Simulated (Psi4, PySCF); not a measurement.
Input for PySCF:
```python
from pyscf import gto, scf, dft

mol = gto.M(
    atom='''
C    -0.01075075    0.96016996    0.09341244
C     0.75577748   -0.34450835    0.02662440
C    -0.74825136   -0.36088374    0.02184688
H    -0.01259673    1.43179750   -0.94199642
H     1.25539163   -0.74361368   -0.87634220
H     1.26166067   -0.70938769    0.92963389
H    -1.25179611   -0.73675342    0.92164993
H    -1.23331166   -0.77070990   -0.88424753
''',
    basis='6-31g**',
    charge=-1,
    verbose=4,
)

mf = dft.RKS(mol)
mf.xc = 'revpbe'
mf.grids.atom_grid = (99, 590)
mf.grids.prune = None
mf.kernel()
```

Task: Convert this to an input for Psi4.

Result: This is not unique; one that fits is 
```
memory 2 GB

molecule mol {
-1 1
C    -0.010751    0.960170    0.093412
C     0.755777   -0.344508    0.026624
C    -0.748251   -0.360884    0.021847
H    -0.012597    1.431798   -0.941996
H     1.255392   -0.743614   -0.876342
H     1.261661   -0.709388    0.929634
H    -1.251796   -0.736753    0.921650
H    -1.233312   -0.770710   -0.884248
}

set {
  basis 6-31g**
  reference rks
  scf_type pk
  puream true
  d_convergence 1e-8
  dft_radial_points 99
  dft_spherical_points 590
}

energy('revpbe')
print_variables()
```

Both were run: PySCF gave -117.162953 Eh and Psi4 -117.162953 Eh, 0.000 mEh apart.
